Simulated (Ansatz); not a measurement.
Total energies of `C#Cc1ccc(C#Cc2ccc(C#Cc3ccc(C#Cc4ccc(C#Cc5ccccc5)cc4)cc3)cc2)cc1` from Ansatz at PBE0-D4/def2-SVP, gas phase (1 Eh = 27.2114 eV = 2625.5 kJ/mol). The reference geometry is relaxed at r2SCAN-D4/def2-SVP.

| state | geometry | energy (Eh) |
| --- | --- | --- |
| charge 0 singlet | reference | -1534.39551 |
| charge 1 doublet | reference | -1534.15156 |
| charge -1 doublet | reference | -1534.45784 |
| free C atom (triplet) | – | -37.76066 |
| free H atom (doublet) | – | -0.50029 |

Single mean-field runs in def2-SVP are fitted with def2-universal-jkfit.

(1) Work out the vertical ionisation energy to the doublet.

(2) Work out the vertical electron affinity, to the doublet.

(3) Give the fundamental gap IE − EA, the Mulliken electronegativity (IE + EA)/2 and the hardness (IE − EA)/2.

(4) What is the binding energy per atom against free atoms?

(1) E(charge 1 doublet) − E(charge 0 singlet) = -1534.15156 − (-1534.39551) = 0.24395 Eh = 6.64 eV. For comparison, −ε of the highest occupied level is 5.77 eV at this level, 0.87 eV less.

(2) E(charge 0 singlet) − E(charge -1 doublet) = -1534.39551 − (-1534.45784) = 0.06233 Eh = 1.70 eV. The basis lacks diffuse functions, which makes affinities too small.

(3) From the values in Eh: IE − EA = 0.24395 − 0.06233 = 0.18162 Eh = 4.94 eV; (IE + EA)/2 = 4.17 eV; (IE − EA)/2 = 2.47 eV. The HOMO–LUMO gap of the same run is 3.30 eV, 1.64 eV smaller than the fundamental gap.

(4) Atoms: 40 × (-37.76066) + 22 × (-0.50029) = -1521.43278 Eh. Binding: -1521.43278 − (-1534.39551) = 12.96273 Eh = 352.73 eV, or 5.69 eV for each of 62 atoms (no zero-point energy, no counterpoise term).
